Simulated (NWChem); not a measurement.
Molecule: 1,3,5-triazine (C₃H₃N₃); SMILES n1cncnc1

```xyz
9

C     -0.3827    -1.2366     0.0000
N     -1.3416    -0.3049     0.0000
C     -0.8796     0.9498     0.0000
N      0.4068     1.3143     0.0000
C      1.2623     0.2869     0.0000
N      0.9349    -1.0095     0.0000
H     -0.7045    -2.2767     0.0000
H     -1.6194     1.7484     0.0000
H      2.3239     0.5283     0.0000
```
Atoms are numbered in this order, from 1.

Results from NWChem. Pople sets run with spherical d functions. Coordinates come from a B3LYP/6-31G* (spherical d) optimisation. Vzz is the largest principal value of the second derivative of the potential at the nucleus (NWChem prints the opposite sign); η is the asymmetry. Non-relativistic.

For level Hartree-Fock/def2-TZVP:

Vzz N6 (a.u.): -1.044

How do the values read with level Hartree-Fock/6-31G* instead?

The vzz N6 (a.u.) comes out as -0.988.
